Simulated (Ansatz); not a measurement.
`CN([SiH3])[SiH3]` + `CB(O)[SeH]` → `COB(C)[SeH]` + `[SiH3]N[SiH3]`  (substitution at a C–N bond)

Isolated molecules relaxed with PBE0-D4/def2-TZVP in Ansatz; ΔE leaves out vibrations. CCSD(T)/CBS adds triple-zeta CCSD(T) − MP2 to the extrapolated MP2 energy (def2 sets, frozen cores). This one scheme is used for every species. Functionals use def2-TZVPP. For Se outer-core shells are correlated without core-valence functions, which leaves a few kJ/mol of doubt a bond. Scalar relativity is left out up to krypton. Each species was taken in one conformer, which may not be the lowest.

| level | ΔE (kJ/mol) |
| --- | --- |
| ωB97X-V | 4.2 |
| r2SCAN | 3.7 |
| HF/def2-QZVPP | -2.8 |
| CCSD/CBS(def2) | 3.9 |

**Question.** What does CCSD(T)/CBS give? (An estimate is asked.)

**Answer.** Computed: +4.5 kJ/mol. The listed levels differ from it by -0.3, -0.8, -7.3, -0.6 kJ/mol.

Largest T1 diagnostic among the species: 0.011.

In def2-TZVPP, CCSD(T) changes the Hartree–Fock value by +7.9 kJ/mol (the triples alone add +0.6 kJ/mol) and MP2 by +10.5 kJ/mol.
